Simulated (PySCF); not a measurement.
C7H8O (charge +1 and doublet state).
Numbering: `[CH3:1][C:2]1=[CH:3][C:4]([OH:5])=[CH:6][CH:7][CH+:8]1` (hydrogens: H9, H10, H11 on C1; H12 on C3; H13 on O5; H14 on C6; H15 on C7; H16 on C8)

Geometry (GFN2-xTB, Å), atoms numbered from 1 in this order:
```xyz
16
C7H8O angstrom
C      2.213    0.706   -0.137
C      0.838    0.178   -0.050
C     -0.271    0.998   -0.007
C     -1.560    0.449    0.074
O     -2.656    1.158    0.118
C     -1.726   -0.980    0.115
C     -0.623   -1.797    0.074
C      0.649   -1.237   -0.008
H      2.710    0.316   -1.029
H      2.809    0.346    0.705
H      2.238    1.791   -0.158
H     -0.151    2.072   -0.038
H     -2.526    2.122    0.089
H     -2.732   -1.367    0.178
H     -0.740   -2.869    0.104
H      1.519   -1.878   -0.041
```

The hyperfine couplings belong to this conformer and change with its torsions.

Theory: UKS B3LYP, pcH-1 on C H O, non-relativistic, mean-field spin-orbit, GIAO (PySCF 2.14.0). Geometry: GFN2-xTB, one conformer, isolated ion. Couplings are sensitive to structure, and on GFN2-xTB geometries they can be far from those on DFT ones, by a factor of two or more for some ions and for spin on atoms past the first row. Stability of the SCF solution: not tested.

Predict the first-order ENDOR lines of H16, H14, H9/H10/H11, H13, H15 and H12 under fast tumbling at B = 333.5 mT (X band).

For S = 1/2 in fast tumbling each set of equivalent nuclei gives two lines, ν± = |νn ± a/2| to first order, with νn = g_N μN B/h and μN/h = 7.62259 MHz/T.

```
    nuclei  isotope     g_N  νn (MHz)  a_iso (MHz)  lower line (MHz)  upper line (MHz)
       H16       1H  5.5857     14.20       -29.90              0.75             29.15
       H14       1H  5.5857     14.20       -21.60              3.40             25.00
H9/H10/H11       1H  5.5857     14.20        16.27              6.06             22.34
       H13       1H  5.5857     14.20       -14.47              6.97             21.43
       H15       1H  5.5857     14.20         5.86             11.27             17.13
       H12       1H  5.5857     14.20        -2.78             12.81             15.59
```

Which pairs are centred on the nuclear Larmor frequency, and which on half the coupling?

Centred on νn, since |a| < 2νn: H14, H9/H10/H11, H13, H15 and H12. Centred on |a|/2 and split by 2νn: H16.

Means are taken over nuclei equivalent by connectivity, which assumes that they swap fast. The three 1H nuclei of mean +16.3 MHz run from -1.6 to 25.4 MHz in the frozen geometry.

On one thread of an Arm Neoverse V2, shared host with 96 logical CPUs at a one-minute load of 80, this took 80 s of wall time (with the writing of density and orbital grids) and 0.97 GiB of memory at its peak.

The SMILES draws the unpaired electron on C7; the largest computed Mulliken spin population is on C8 (0.46 against -0.15).
